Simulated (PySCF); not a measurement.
A side-by-side comparison of computed properties.

First species: C₅H₆F₂O.
InChI=1S/C5H6F2O/c6-3-8-5-2-1-4(5)7/h1-2,4-5H,3H2/t4-,5-/m1/s1

Second species: C₄H₉NOSi.
SMILES: `C=C(C)[SiH2]NC=O`

Levels: CAM-B3LYP/def2-SVPD for dipole moment, HOMO energy, LUMO energy, HOMO–LUMO gap, static isotropic polarisability and electronic spatial extent ⟨r²⟩ about the centre of nuclear charge; TDDFT CAM-B3LYP/def2-SVPD for lowest singlet excitation; TDA CAM-B3LYP/def2-SVPD for lowest triplet excitation (Tamm–Dancoff); GFN2-xTB for rotational constant A and rotational constant C. Geometries: GFN2-xTB. All species are isolated and taken at one optimised geometry, non-relativistic unless stated; the electronic structure was computed with PySCF and density fitting.

The conformers computed, where there is a choice (atom-mapped SMILES and torsion angles):
- `[F:1][CH2:2][O:3][C@@H:4]1[CH:5]=[CH:6][C@H:7]1[F:8]`: F1–C2–O3–C4 70°, C2–O3–C4–C5 -177°
- `[CH2:1]=[C:2]([CH3:3])[SiH2:4][NH:5][CH:6]=[O:7]`: C1–C2–Si4–N5 13°, C2–Si4–N5–C6 -178°, Si4–N5–C6–O7 0°

```csv
property,column X,column Y
dipole moment,1.97 D,3.72 D
HOMO energy,-9.71 eV,-9.10 eV
LUMO energy,0.50 eV,0.76 eV
HOMO–LUMO gap,10.21 eV,9.86 eV
lowest singlet excitation,6.78 eV,5.71 eV
lowest triplet excitation (Tamm–Dancoff),4.44 eV,4.28 eV
static isotropic polarisability,62.0 au,84.2 au
electronic spatial extent ⟨r²⟩ about the centre of nuclear charge,1020 bohr²,1202 bohr²
rotational constant A,3.713 GHz,5.689 GHz
rotational constant C,1.099 GHz,0.960 GHz
```

(1) Which column belongs to which species?

(2) How does each property change from the first species to the second?

## Answers

(1) Column X is the first species and column Y the second. The first has 14 atoms and 62 electrons, the second 16 and 62.

(2) dipole moment +1.75 D; HOMO energy +0.61 eV; LUMO energy +0.26 eV; HOMO–LUMO gap -0.35 eV; lowest singlet excitation -1.07 eV; lowest triplet excitation (Tamm–Dancoff) -0.16 eV; static isotropic polarisability +22.2 au; electronic spatial extent ⟨r²⟩ about the centre of nuclear charge +182 bohr²; rotational constant A +1.976 GHz; rotational constant C -0.139 GHz.

On the first: S1 lies 3.43 eV below the HOMO–LUMO gap; its leading configuration is HOMO−1→LUMO, weight 0.87.

On the second: The 8 singlets span 5.71 to 7.67 eV, and their oscillator strengths add up to 0.45. The principal polarisabilities are 61.9, 89.6 and 101.0 au; their mean is the isotropic value.
